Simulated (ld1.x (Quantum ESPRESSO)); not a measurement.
# Pseudopotential generation for carbon: ultrasoft, PBEsol, scalar-relativistic.

```
Element                 : C
Generator               : ld1.x (Quantum ESPRESSO) 7.5
Type                    : ultrasoft
Functional              : PBEsol
Relativity              : scalar-relativistic
Frozen core             : [He]
Valence charge          : 4
Reference configuration : 2s2 2p0 (charge +2)
Partial waves           : 2s (bound): rcut 0.80, rcutus 1.05 bohr; 2s channel at -2.65 Ry: rcut 0.80, rcutus 1.05 bohr; 2p (bound, empty): rcut 2.40, rcutus 2.75 bohr; 2p channel at 2.65 Ry: rcut 2.40, rcutus 2.75 bohr
Local potential         : all-electron potential smoothed inside 0.90 bohr (lloc = -1)
Core correction         : a·sin(br)/r model core inside 0.70 bohr
Augmentation charge     : built from norm-conserving waves at rcut, not smoothed further
```

- Cutoffs needed: 25 Ry and 35 Ry (the cutoffs (Ry, on a coarse ladder) from which the occupation-weighted sum of valence levels, in a spherical-Bessel basis at the reference potential, stays within 10 and 1 mRy of its value at 400 Ry)
- Ghost test: ghost state, extra bound levels that the all-electron valence spectrum of the same l lacks: p at -33.4 eV; a true bound ghost makes a file unfit for plane-wave use (spherical-Bessel basis up to 400 Ry, 20 bohr box)
- Largest excitation error: -786 meV (all-electron minus pseudo) for 2s2 2p2.3, out of 7 test configurations
- Lowest eigenvalue of the overlap operator: 0.39 (s channel)
